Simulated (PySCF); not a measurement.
Br$_{3}$Sn, charge +1, singlet, at a GFN2-xTB geometry (such geometries of metal compounds can be far from the true shape) (core potentials on Sn), with bond 2-1 at 1.3 times its length; DF-M062X/def2-SV(P) in PySCF.

The PySCF input:
```python
from pyscf import gto, scf, dft

mol = gto.Mole()
mol.atom = '''
    Sn   -0.000000    0.000000    0.000000
    Br   -2.592296   -2.011660   -0.244960
    Br   -0.049039    2.269519   -1.119489
    Br    2.043113   -0.722089    1.307920
'''
mol.basis = 'def2-sv(p)'
mol.ecp = {'Sn': 'def2-sv(p)'}
mol.charge = 1
mol.spin = 0
mol.verbose = 4
mol.build()

mf = dft.RKS(mol)
mf.xc = 'm062x'
mf = mf.density_fit(auxbasis='def2-universal-jkfit')
mf.kernel()
```

The log (banner, timings and long lists left out):

```
PySCF version 2.14.0

[INPUT] verbose = 4
[INPUT] num. atoms = 4
[INPUT] num. electrons = 126
[INPUT] charge = 1
[INPUT] spin (= nelec alpha-beta = 2S) = 0
[INPUT] symmetry False subgroup None
[INPUT] Mole.unit = angstrom
[INPUT] Symbol           X                Y                Z      unit          X                Y                Z       unit  Magmom
[...]
nuclear repulsion = 850.104813901125
number of shells = 46
number of NR pGTOs = 283
number of NR cGTOs = 122
basis = def2-sv(p)
ecp = {'Sn': 'def2-sv(p)'}

******** <class 'pyscf.df.df_jk.DFRKS'> ********
method = DFRKS
initial guess = minao
damping factor = 0
level_shift factor = 0
DIIS = <class 'pyscf.scf.diis.CDIIS'>
diis_start_cycle = 1
diis_space = 8
diis_damp = 0
SCF conv_tol = 1e-09
SCF conv_tol_grad = None
SCF max_cycles = 50
direct_scf = False
XC library pyscf.dft.libxc version 7.1.2
    S. Lehtola, C. Steigemann, M. J. T. Oliveira, and M. A. L. Marques,  SoftwareX 7, 1–5 (2018)
XC functionals = m062x
    Y. Zhao and D. G. Truhlar,  Theor. Chem. Acc. 120, 215 (2008)
    Y. Zhao and D. G. Truhlar,  Theor. Chem. Acc. 120, 215 (2008)
radial grids:
    Treutler-Ahlrichs [JCP 102, 346 (1995); DOI:10.1063/1.469408] (M4) radial grids

becke partition: Becke, JCP 88, 2547 (1988); DOI:10.1063/1.454033
pruning grids: <function nwchem_prune>
grids dens level: 3
symmetrized grids: False
atomic radii adjust function: <function treutler_atomic_radii_adjust>
small_rho_cutoff = 0
Set gradient conv threshold to 3.16228e-05
Initial guess from minao.
tot grids = 83232
******** <class 'pyscf.df.df.DF'> ********
auxbasis = def2-universal-jkfit
init E= -7909.94754573196
[...]
cycle= 1 E= -7931.67749397353  delta_E= -21.7  |g|= 2.96  |ddm|=  7.6
[...]
cycle= 2 E= -7850.77988178797  delta_E= 80.9  |g|= 9.82  |ddm|= 18.6
[...]
cycle= 3 E= -7935.22823846816  delta_E= -84.4  |g|=  0.9  |ddm|= 17.1
[...]
cycle= 4 E= -7934.92391207003  delta_E= 0.304  |g|= 1.13  |ddm|= 3.62
[...]
cycle= 5 E= -7935.48928648077  delta_E= -0.565  |g|= 0.472  |ddm|= 3.16
[...]
cycle= 6 E= -7935.61454463471  delta_E= -0.125  |g|= 0.134  |ddm|= 1.05
[...]
cycle= 7 E= -7935.62108383883  delta_E= -0.00654  |g|= 0.0621  |ddm|= 0.303
[...]
cycle= 8 E= -7935.62289426631  delta_E= -0.00181  |g|= 0.0235  |ddm|= 0.0973
[...]
cycle= 9 E= -7935.62315138933  delta_E= -0.000257  |g|= 0.0147  |ddm|= 0.0572
[...]
cycle= 10 E= -7935.62327341588  delta_E= -0.000122  |g|= 0.00211  |ddm|= 0.0326
[...]
cycle= 11 E= -7935.62327565108  delta_E= -2.24e-06  |g|= 0.00122  |ddm|= 0.00662
[...]
cycle= 12 E= -7935.62327645054  delta_E= -7.99e-07  |g|= 0.000504  |ddm|= 0.00244
[...]
cycle= 13 E= -7935.62327671328  delta_E= -2.63e-07  |g|= 0.00023  |ddm|= 0.00171
[...]
cycle= 14 E= -7935.62327688544  delta_E= -1.72e-07  |g|= 0.000114  |ddm|= 0.00202
[...]
cycle= 15 E= -7935.62327694997  delta_E= -6.45e-08  |g|= 6.99e-05  |ddm|= 0.00135
[...]
cycle= 16 E= -7935.62327697626  delta_E= -2.63e-08  |g|= 2.74e-05  |ddm|= 0.00116
[...]
cycle= 17 E= -7935.62327697971  delta_E= -3.44e-09  |g|= 7.95e-06  |ddm|= 0.00046
[...]
cycle= 18 E= -7935.62327697989  delta_E= -1.8e-10  |g|= 3.47e-06  |ddm|= 9.06e-05
[...]
Extra cycle  E= -7935.62327697987  delta_E= 1.09e-11  |g|= 3.59e-06  |ddm|= 1.4e-05
converged SCF energy = -7935.62327697987
```
